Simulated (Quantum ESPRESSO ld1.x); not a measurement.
Values are calculated unless marked as measured or tabulated.
Q: All-electron atom: neutral osmium in [Xe] 4f14 5d6 6s2 (the NIST ground configuration). Code: ld1.x of Quantum ESPRESSO 7.5. Model: scalar-relativistic Kohn-Sham, relativistic LDA (MacDonald-Vosko exchange, VWN5 correlation), spin-unpolarised, spherical densities, point nucleus. Some entries of the table are withheld. Estimate them.

| orbital | occ. | eigenvalue (hartree) | <1/r> (bohr^-1) |
|---|---|---|---|
| 1s | 2 | -2696.35 | 90.07 |
| 2s | 2 | -470.131 | 21.10 |
| 2p | 6 | -410.029 | 19.00 |
| 3s | 2 | -109.453 | 7.821 |
| 3p | 6 | (1) | (2) |
| 3d | 10 | (3) | (4) |
| 4s | 2 | -23.0682 | 3.339 |
| 4p | 6 | -17.2533 | 3.028 |
| 4d | 10 | -10.0122 | 2.705 |
| 5s | 2 | -3.35882 | 1.336 |
| 4f | 14 | -1.93310 | 2.242 |
| 5p | 6 | -1.87124 | 1.129 |
| 5d | 6 | -0.23872 | (5) |
| 6s | 2 | -0.23328 | 0.4273 |

A: 
(1) 3p eigenvalue (hartree): -91.7669
(2) 3p <1/r> (bohr^-1): 7.193
(3) 3d eigenvalue (hartree): -71.9301
(4) 3d <1/r> (bohr^-1): 6.794
(5) 5d <1/r> (bohr^-1): 0.7317
